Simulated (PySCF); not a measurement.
A calculated (UHF, PySCF 2.14, x2c-TZVPPall with one added diffuse shell each of s, p, d, f type, scalar relativity by spin-free X2C-1e) atom or ion has these occupied shells.

| shell | electrons | orbital energy (eV) | rms radius, mean of both spins (bohr) |
| --- | --- | --- | --- |
| 1s α | 1 | -8411.7 | 0.0624 |
| 1s β | 1 | -8411.5 | 0.0624 |
| 2s α | 1 | -1060.9 | 0.265 |
| 2s β | 1 | -1058.8 | 0.265 |
| 2p α | 3 | -910.07 | 0.238 |
| 2p β | 3 | -908.09 | 0.238 |
| 3s α | 1 | -147.76 | 0.795 |
| 3s β | 1 | -142.09 | 0.795 |
| 3p α | 3 | -102.00 | 0.849 |
| 3p β | 3 | -95.501 | 0.849 |
| 3d α | 5 | -28.715 | 1.10 |
| 3d β | 3 | -26.080 | 1.10 |
| 4s α | 1 | -16.220 | 2.83 |

Question: Name the element and its charge.

Answer: Ni⁺ (nickel, charge +1), in [Ar] 3d8 4s1, high-spin 4F determinant (an excited configuration).
